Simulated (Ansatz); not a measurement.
`C[Si]N([SiH3])[SiH3]` → `[CH2]` (triplet) + `[SiH]N([SiH3])[SiH3]` at 400 K and 1 bar (formal loss of a carbene).

Program: Ansatz. Geometries: PBE0-D4/def2-TZVP. ΔE: electronic, gas phase. CCSD(T)/CBS adds triple-zeta CCSD(T) − MP2 to the extrapolated MP2 energy (def2 sets, frozen cores). This one scheme is used for every species. Triplets are unrestricted, without spin–orbit coupling. Each species was taken in one conformer, which may not be the lowest.

```json
{"species": "`C[Si]N([SiH3])[SiH3]`", "CCSD(T)/CBS energy (Eh)": "-965.43545", "H − E (kJ/mol)": "287.7", "S (J/(mol·K))": "442.4"}
{"species": "`[CH2]` (triplet)", "CCSD(T)/CBS energy (Eh)": "-39.09499", "H − E (kJ/mol)": "59.0", "S (J/(mol·K))": "205.7"}
{"species": "`[SiH]N([SiH3])[SiH3]`", "CCSD(T)/CBS energy (Eh)": "-926.15926", "H − E (kJ/mol)": "204.2", "S (J/(mol·K))": "387.8"}
```

H − E and S are ideal-gas, rigid-rotor, harmonic terms from PBE0-D4/def2-TZVP, for one conformer and one mirror image of each species, with the whole ground term of open shells counted as degenerate. 1 Eh = 2625.50 kJ/mol, R = 8.31446 J/(mol·K).

Q: By hand: ΔE, ΔH, ΔS and ΔG.

A: ΔE = (-39.09499) + (-926.15926) − (-965.43545) = 0.18120 Eh = 475.7 kJ/mol. Δ(H − E) = 59.0 + 204.2 − 287.7 = -24.5, so ΔH = 451.2 kJ/mol. ΔS = 205.7 + 387.8 − 442.4 = 151.1 J/(mol·K). ΔG = 451.2 − 400 × (151.1)/1000 = 390.8 kJ/mol.

Q: By hand: the equilibrium constant, and the temperature at which ΔG would vanish if ΔH and ΔS stayed fixed.

A: log₁₀ K = −ΔG/(RT ln 10) = -51.0. ΔG = 0 at ΔH/ΔS = 2986 K, far beyond where these terms or the molecules hold.

The number of gas molecules changes by +1, which sets the sign of ΔS. A doubt of 5 kJ/mol in ΔE shifts log₁₀ K by 0.7 here. Other conformers and mirror images would add mixing entropy, several J/(mol·K) or more a flexible species. Modes under 60 cm⁻¹, often nearly free rotors, make the harmonic entropy too high. A triplet takes part, so the spin changes. These are equilibria of isolated gas molecules and say nothing of rates. Largest T1 diagnostic: 0.014 (customary marks: 0.02 for closed shells, 0.045 for open ones).
